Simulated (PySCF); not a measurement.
C3H12Si2, SMILES CCC[SiH2][SiH3] at its GFN2-xTB optimised geometry (Å):

```
17

C      1.5277    -0.3256     2.4228
C      1.8627    -0.0168     0.9701
C      1.2287    -1.0101     0.0000
Si    -0.6808    -1.0101     0.0000
Si    -1.5172     1.1433     0.0000
H      0.4591    -0.2263     2.6013
H      1.8232    -1.3430     2.6719
H      2.0514     0.3566     3.0896
H      2.9502    -0.0343     0.8465
H      1.5237     0.9950     0.7287
H      1.5992    -2.0119     0.2270
H      1.5775    -0.7782    -1.0092
H     -1.0872    -1.7822    -1.1860
H     -1.1534    -1.8068     1.1444
H     -1.3605     1.8203     1.2927
H     -2.9502     1.1762    -0.3040
H     -0.8665     2.0119    -0.9878
```

Computed with PBE/def2-SVP in PySCF. Cells within 0.4 Å of a nucleus heavier than hydrogen are left out (blank, or x).

Map of the deformation density (molecule minus spherical neutral atoms) (e/bohr³) on the plane z = 0.8 Å:

```
|111111111111111111111111111|
|111111111111111111111111111|
|111111111111111111111111111|
|111111111111111111111111111|
|111111111111111111111111111|
|111111111111111111111111111|
|111111111111111111111111111|
|111111001111111111111111111|
|111111012441101100011111111|
|111111012542000000000111111|
|111111001221000013200011111|
|111111000010000039510001111|
|111111000011000016533100111|
|11111100011100000xx79400111|
|111111100110000015434100111|
|111111100110000013100001111|
|111111101232101000000011111|
|111111111365100001000111111|
|111111111254100011000111111|
|111111111111100000001111111|
|111111111111100000011111111|
|111111111111111111111111111|
|111111111111111111111111111|
|111111111111111111111111111|
|111111111111111111111111111|
|111111111111111111111111111|
|111111111111111111111111111|
```
Scale: ten equal steps from -0.013 (start of '0') to 0.097 (end of '9'), in the order '0123456789'; x runs from -5.00 to 5.00, y from -5.00 (bottom) to 5.00 (top).
